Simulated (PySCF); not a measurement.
Mg(Me)2 cation (C2H6Mg), SMILES [CH3][Mg][CH3] (connectivity only; charge and spin as stated), charge +1, multiplicity 2.

The structure is a stationary point at B3LYP-D3(BJ)/def2-TZVP. The multiplicity is an assumed one; other spin states were not compared. The isomer is the one that the SMILES or the coordinates give; other isomers of the formula were not compared.

Computed with r2SCAN/def2-TZVPD (PySCF).

The molecule is in vacuum.

| Quantity | Value |
|---|---|
| total energy | -279.53748 hartree |
| point group | D3 |
| α spin, highest occupied and lowest empty level | -12.17 and -6.18 eV |
| β spin, highest occupied and lowest empty level | -11.68 and -10.26 eV |
| dipole moment about the centre of nuclear charge | 0.00 D |
| mean static polarisability | 86.1 bohr³ (12.76 Å³) |
| polarisability, principal values | 40.7, 40.7, 177.0 bohr³ |
| ⟨S²⟩ | 0.786 (pure state 0.75) |
